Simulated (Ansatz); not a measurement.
The same path of BF2H2N + H2S (9 atoms, charge 0, multiplicity 1) was run twice with different band settings. Lost on the way: S7–H9. Made: B1–S7, N2–H9.

Computed with RKS PBE/def2-SVP (Ansatz 0.2.0).

Relaxed end points:

```xyz
9
Properties=species:S:1:pos:R:3
B 0.069 -0.304 0.281
N 0.091 -0.374 1.689
H -0.758 -0.475 2.243
H 0.959 -0.457 2.216
F 1.202 -0.282 -0.429
F -1.096 -0.257 -0.382
S -0.578 3.198 0.894
H -1.607 2.596 0.234
H -0.281 2.029 1.534
```

```xyz
9
Properties=species:S:1:pos:R:3
B -0.073 0.584 0.187
N 0.080 0.160 1.821
H -0.822 0.272 2.305
H 0.400 -0.817 1.929
F 1.202 0.389 -0.301
F -1.020 -0.302 -0.285
S -0.594 2.430 0.172
H -1.930 2.170 0.177
H 0.758 0.788 2.277
```

Common settings: spring 5.0 eV/Å²; optimiser quadratic models (default); start path through a guess of the saddle point; force threshold 0.05 eV/Å; iteration limit 60; end points relaxed.

| run | movable images | climbing image |
| --- | --- | --- |
| 1 | 7 | yes |
| 2 | 4 | no |

Problem. What does each run give, and how far can it be trusted?

Solution. Run 1: converged after 13 iterations, highest image 0.679 eV above the first end. A vibrational analysis at the climbing image gives one clearly imaginary mode, 879i cm⁻¹: a first-order saddle point.
Run 2: converged after 16 iterations, highest image 0.625 eV above the first end. No image climbed, so the highest image needn't sit at the top of the path.
The orbitals stay closed-shell, which can raise the energy where a bond breaks towards radicals; this wasn't checked here.
